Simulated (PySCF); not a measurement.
C3H7N, SMILES C/C=N\C. The structure is a stationary point at PBE-D3(BJ)/def2-SVP. The structure was generated by enumeration; whether it is a known compound was not checked.

The numbers are results of PBE-D3(BJ)/def2-SVP (PySCF), not measurements.

Harmonic wavenumbers (cm⁻¹): 94, 137, 323, 411, 566, 808, 856, 989, 1021, 1065, 1084, 1118, 1312, 1355, 1363, 1397, 1400, 1407, 1423, 1719, 2912, 2969, 2979, 3005, 3026, 3039, 3091. Rotational constants (GHz): 17.18, 5.515, 4.405; symmetry number 1.

Q: Work out the zero-point energy and the ideal-gas rigid-rotor harmonic-oscillator thermochemistry at 298.15 K and 1 atm.

A: ZPE = ½ Σ hcν = ½ × 40871 cm⁻¹ = 244.46 kJ/mol. H − E(el) = 261.29 kJ/mol. Entropy in J/(mol K): translation 159.19, rotation 101.08, vibration 41.95, total 302.22. G − E(el) = 171.18 kJ/mol. Cp = 82.21 J/(mol K). Modes under 150 cm⁻¹ make the vibrational entropy uncertain.
